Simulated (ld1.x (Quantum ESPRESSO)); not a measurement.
Values are calculated unless marked as measured or tabulated.
Hardness and transferability of assorted potentials

Generated with ld1.x 7.5 (TM, RRKJ, ultrasoft, PAW), atompaw 4.2 or ONCVPSP 4.0.1. The cutoff is in Ry: for ld1.x and atompaw files where the sum of valence levels is converged to 10 mRy in a Bessel basis, for ONCV files where the hardest occupied wave has 1 mHa per electron of residual kinetic energy. The error is the largest all-electron minus pseudo excitation energy over each file’s own four to seven test configurations (ionisations up to +4, promotions, holes and added fractions of an electron), all of which were solved. The labels leave out finer settings (local radius, basis sizes, second energies), which also bear on the numbers. Spin-polarised tests are not counted. The rows are a selection from randomly drawn settings: files with unsolved tests, undetermined cutoffs or missed reference levels are left out.

A true bound ghost makes a file unfit for plane-wave use even where its test errors are small: the radial tests pick states by their node count and pass the ghost by.

| element | potential | cutoff (Ry) | largest error (meV) | bound ghosts |
| --- | --- | --- | --- | --- |
| B | PAW, PBE, non-relativistic, rc 1.85/2.35 (sp), local smoothed, core correction yes, reference 2s2 2p1 | 8 | -3.4 | none |
| Cr | TM, PBE, scalar-relativistic, rc 1.74/1.14/1.14 (spd), local smoothed, core correction no, reference 3s2 3p6 3d3 4s0 4p0 | 140 | +1523 | none |
| Mn | ultrasoft, PW91, scalar-relativistic, rc 2.95/3.46/1.75 (spd), local smoothed, core correction no, reference 3d5 4s1 4p1 | 35 | -78 | none |
| I | TM, LDA (PZ), scalar-relativistic, rc 1.75/1.50/1.50 (spd), local p, core correction yes, reference 5s2 5p5 | 60 | -113 | s, d |
| Ir | TM, LDA (PZ), scalar-relativistic, rc 1.80/2.95/1.65 (spd), local p, core correction no, reference 5d7 6s2 6p0 | 40 | -175 | none |
| Pt | ultrasoft, PW91, scalar-relativistic, rc 1.34/2.04/1.38 (spd), local smoothed, core correction no, reference 5s2 5p6 5d9 6s1 6p0 | 55 | -31 | none |
| Bi | TM, LDA (PZ), scalar-relativistic, rc 1.90/2.45/1.90 (spd), local p, core correction yes, reference 5d10 6s2 6p3 | 55 | -64 | none |

(1) Fill in the row for Gd: TM, PBEsol, scalar-relativistic, rc 1.60/2.05/3.05/1.45 (spdf), local s, core correction yes, reference 4f7 5s2 5p6 5d1 6s0 6p0.

(2) Fill in the row for C: TM, PBEsol, non-relativistic, rc 1.15/2.05/1.65 (spd), local smoothed, core correction yes, reference 2s2 2p2.

(3) Fill in the row for Ti: TM semilocal, PBEsol, scalar-relativistic, rc 1.25/1.65/1.10 (spd), local d, core correction no, reference 3s2 3p6 3d2 4s0 4p0.

## Answers

(1) cutoff 200 Ry, largest error +661 meV, bound ghosts: none.

(2) cutoff 35 Ry, largest error +507 meV, bound ghosts: none.

(3) cutoff 140 Ry, largest error +607 meV, bound ghosts: none.
